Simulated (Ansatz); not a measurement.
`S[Si]Br` + `[SiH3]N[SiH3]` → `[SiH3]N([SiH3])[Si]S` + HBr  (ligand exchange at the Si–Br bond)

Program: Ansatz. Geometries: PBE0-D4/def2-TZVP. ΔE: electronic, gas phase. CBS: MP2 limit from def2 TZ/QZ plus the TZ coupled-cluster correction, frozen cores. This one scheme is used for every species. Functionals use def2-TZVPP. HSE06 is defined as in plane-wave codes. For Br outer-core shells are correlated without core-valence functions, which leaves a few kJ/mol of doubt a bond. Scalar relativity is left out up to krypton. Each species was taken in one conformer, which may not be the lowest.

**Question.** Is it downhill or uphill in electronic energy at CCSD(T)/CBS, and by how much? (Estimate.)

**Answer.** Ansatz gave: Uphill: ΔE = +0.41 eV.

**Question.** What do these levels give: revPBE-D4, HSE06-D4, BHLYP-D4, CCSD(T)/def2-SVP, MP2/def2-TZVPP, MP2/CBS(def2)? (Best estimate.)

**Answer.** The calculation gave: revPBE-D4 0.39, HSE06-D4 0.46, BHLYP-D4 0.43, CCSD(T)/def2-SVP 0.33, MP2/def2-TZVPP 0.36, MP2/CBS(def2) 0.43 eV.

Largest T1 diagnostic among the species: 0.014.

In def2-TZVPP, CCSD(T) changes the Hartree–Fock value by −0.30 eV (the triples alone add −0.04 eV) and MP2 by −0.28 eV. From BLYP to BHLYP (50 % exact exchange), in def2-TZVPP and without D4, ΔE moves by −0.03 eV.
